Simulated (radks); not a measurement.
Results of a calculation; reference values are marked as such.
The mercury ion Hg20+, configuration [Kr] 4d10 4f13 5s1.

Code: a radial shooting solver on a logarithmic mesh with Libxc functionals. Model: Dirac Kohn-Sham, PBE, spin-unpolarised, spherical densities, finite nucleus; open shells fill j = l - 1/2 first; Fermi nuclear charge, rms radius 5.4648 fm.

Energy parts (eV):
part                       energy
total                  -530685.43
kinetic                 612246.00
electron-nucleus      -1308575.74
Hartree                 175315.94
exchange-correlation     -9671.63

Orbitals (lengths in bohr, moments of r in powers of bohr; <r^-3> diverges for s and p1/2):
orbital  occ.  eigenvalue (eV)  <r^-3>      <r>  <1/r>
1s1/2       2        -83500.69       -  0.01659  97.50
2s1/2       2        -15195.80       -  0.06925  24.02
2p1/2       2        -14605.78       -  0.05691  23.99
2p3/2       4        -12657.12   21450  0.06558  19.42
3s1/2       2        -3975.326       -   0.1800  8.823
3p1/2       2        -3708.520       -   0.1703  8.739
3p3/2       4        -3276.103    5023   0.1861  7.546
3d3/2       4        -2833.075   879.3   0.1619  7.445
3d5/2       6        -2740.280   725.5   0.1667  7.175
4s1/2       2        -1241.486       -   0.3962  3.765
4p1/2       2        -1126.417       -   0.3975  3.660
4p3/2       4        -1019.863    1246   0.4299  3.253
4d3/2       4        -830.9355   198.9   0.4334  3.068
4d5/2       6        -810.6632   160.9   0.4434  2.976
4f5/2       6        -566.1908   36.13   0.4471  2.678
4f7/2       7        -561.4983   34.44   0.4520  2.645
5s1/2       1        -539.4546       -   0.8009  1.757

The highest occupied level is 5s1/2 at -539.45 eV. For comparison, the ionisation energy in NIST's Atomic Spectra Database is 560 eV (theoretical). In exact Kohn-Sham theory the highest level is minus the ionisation energy, but local and semilocal functionals leave it too shallow, through self-interaction and a potential that decays too fast; potentials with the right tail come closer. The density falls to 0.001 e/bohr^3 at r = 1.59 bohr.

Beside tabulated values, note that spin-unpolarised runs miss the spin-polarisation part of the exchange energy of open shells.
